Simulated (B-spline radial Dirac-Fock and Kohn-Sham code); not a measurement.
Model: Dirac-Fock (average of configuration) total-energy differences with a finite nucleus, the Breit interaction including its frequency dependence, and self-energy and vacuum-polarisation corrections. Program: a radial atomic solver. Correlation energy is missing from these numbers.

Q: Identify the element and charge state from the binding energies below (tabulated ground configuration; the least bound level is included).

| level | binding energy (eV) |
| --- | --- |
| 1s | 70456.1 |
| 2p1/2 | 12484.9 |
| 3s | 3772.1 |
| 3d5/2 | 2753.7 |
| 4p3/2 | 1273.4 |
| 4d3/2 | 1095.1 |
| 4f | 877.1 |

A: W²⁷⁺: Z = 74 with 47 electrons, [Kr] 4d10 4f1. The hydrogen-like estimate √(E/Ry) = 72.0 for the K level lies 2.0 below Z (screening lowers it, relativity raises it); the outermost level, at 877.1 eV, fixes the charge.

Q: An atom or ion in its tabulated ground configuration has these computed binding energies (the last is its least bound level). Which is it?

| level | binding energy (eV) |
| --- | --- |
| 1s | 44452.9 |
| 2s | 8006.8 |
| 2p1/2 | 7599.7 |
| 3p1/2 | 2237.9 |
| 3d5/2 | 1813.8 |
| 4s | 1037.8 |
| 4p | 947.9 |

A: Nd²⁶⁺: Z = 60 with 34 electrons, [Ar] 3d10 4s2 4p4. The hydrogen-like estimate √(E/Ry) = 57.2 for the K level lies 2.8 below Z (screening lowers it, relativity raises it); the outermost level, at 947.9 eV, fixes the charge.

Q: Identify the element and charge state from the binding energies below (tabulated ground configuration; the least bound level is included).

```tsv
level	binding energy (eV)
3p1/2	2170.2
3p3/2	1977.0
3d5/2	1573.0
4s	616.2
4d3/2	341.2
5p	160.9
4f	159.6
```

A: Er⁹⁺: Z = 68 with 59 electrons, [Kr] 4d10 4f10 5s2 5p1.

Q: Identify the element and charge state from the binding energies below (tabulated ground configuration; the least bound level is included).

```
level  binding energy (eV)
   1s              40533.0
   2s               6647.7
2p3/2               5816.4
3p3/2               1281.0
   4s                390.2
4d3/2                200.8
   5p                92.92
```

A: Ce⁶⁺: Z = 58 with 52 electrons, [Kr] 4d10 5s2 5p4. The hydrogen-like estimate √(E/Ry) = 54.6 for the K level lies 3.4 below Z (screening lowers it, relativity raises it); the outermost level, at 92.92 eV, fixes the charge.

Q: An atom or ion in its tabulated ground configuration has these computed binding energies (the last is its least bound level). Which is it?

```
level  binding energy (eV)
    K               8360.9
   L1               1538.6
   L2               1411.1
   L3               1396.0
```

A: Co¹⁷⁺: Z = 27 with 10 electrons, [He] 2s2 2p6. The hydrogen-like estimate √(E/Ry) = 24.8 for the K level lies 2.2 below Z; the outermost level, at 1396.0 eV, fixes the charge.
